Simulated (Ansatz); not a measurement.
Relaxation of F3H5OSiZr (11 atoms, charge 0, multiplicity 1), to a largest force component of 0.03 eV/Å in at most 50 steps.

The calculation used RKS PBE/def2-SVP (Ansatz).

```xyz
11
Properties=species:S:1:pos:R:3
Zr -0.176 0.245 -0.091
F -0.218 0.334 1.861
F 1.578 0.649 -0.772
O -1.375 1.583 -0.751
H -2.066 2.173 -1.085
F -0.769 -1.471 -0.734
Si 1.714 -2.687 1.451
H 0.789 -3.856 1.248
H 2.633 -2.546 0.269
H 2.537 -2.917 2.697
H 0.932 -1.444 1.618
```

Problem. Where does it end, and by what steps?

Solution. The forces met the threshold. The force dipped under the threshold on the way, but the program's further checks kept it going. After 10 steps the energy has fallen by 0.124 eV; F3 moved furthest, 0.55 Å.

| step | energy less start (eV) | largest force component (eV/Å) | accepted |
| --- | --- | --- | --- |
| 0 | 0.0000 | 0.690 | yes |
| 1 | -0.0780 | 0.215 | yes |
| 2 | -0.0929 | 0.055 | yes |
| 3 | -0.0975 | 0.062 | yes |
| 4 | -0.1056 | 0.106 | yes |
| 5 | -0.1067 | 0.103 | yes |
| 6 | -0.1167 | 0.095 | yes |
| 7 | -0.1185 | 0.149 | yes |
| 8 | -0.1217 | 0.086 | yes |
| 9 | -0.1235 | 0.027 | yes |
| 10 | -0.1240 | 0.027 | yes |

```xyz
11
Properties=species:S:1:pos:R:3
Zr -0.209 0.297 0.104
F -0.681 0.579 1.945
F 1.617 0.787 -0.237
O -1.320 1.447 -0.941
H -1.904 2.029 -1.446
F -0.571 -1.508 -0.466
Si 1.731 -2.730 1.340
H 0.638 -3.751 1.432
H 2.270 -2.649 -0.056
H 2.837 -3.055 2.301
H 1.173 -1.384 1.736
```

Time of the run: 17 s on 4 threads of Intel(R) Xeon(R) CPU @ 2.60GHz (Ice Lake) (shared host), peak memory 0.2 GiB.
